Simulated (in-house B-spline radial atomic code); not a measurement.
# Lu V (Lu4+): [Ar] 3d10 4s2 (4p1/2)1 (4p3/2)4 4d10 4f14 5s2 5p6 (with a hole in an inner shell)

Method: Dirac-Hartree-Fock, average of the jj configuration, Fermi nucleus of rms radius 5.37 fm. Calculated with a radial B-spline atomic code at the basis-set limit.

Screening seen three ways: the hydrogenic charge with the same mean radius, Z_r = [3n² - l(l+1)]/(2<r>), the one with the same energy, Z_e = n√(-2ε), and Slater's rules. Values are occupation-weighted means over j. An effective charge above Z reflects the relativistic contraction of the inner shells.

```csv
shell,electrons,ε (eV),<r> (bohr),Z_r,Z_e,Slater
1s,2,-63774,0.01932,77.65,68.46,70.70
2s,2,-11035,0.08117,73.92,56.96,66.85
2p,6,-9764.2,0.07252,68.94,53.58,66.85
3s,2,-2600.2,0.2115,63.82,41.47,59.75
3p,6,-2207,0.2111,59.21,38.21,59.75
3d,10,-1708.8,0.1924,54.58,33.62,49.85
4s,2,-584.59,0.4776,50.25,26.22,43.60
4p,5,-448.04,0.51,45.10,22.95,43.60
4d,10,-272.42,0.5461,38.45,17.90,32.85
5s,2,-118.68,1.159,32.35,14.77,14.20
5p,6,-82.541,1.328,27.49,12.32,14.20
4f,14,-73.087,0.6622,27.18,9.27,21.45
```

The least bound orbital is 4f7/2 at -72.84 eV, while the most diffuse is 5p3/2 (<r> = 1.356 bohr against 0.6648 bohr): energy order and size order differ. The part-filled 4p shell lies below the filled 4f shell in orbital energy.

For the 1s electron the small component carries 7.11 % of the norm, the zero-frequency Breit interaction raises the level by 211.6 eV, self-energy by 130.8 eV, and vacuum polarisation lowers it by 23.65 eV.
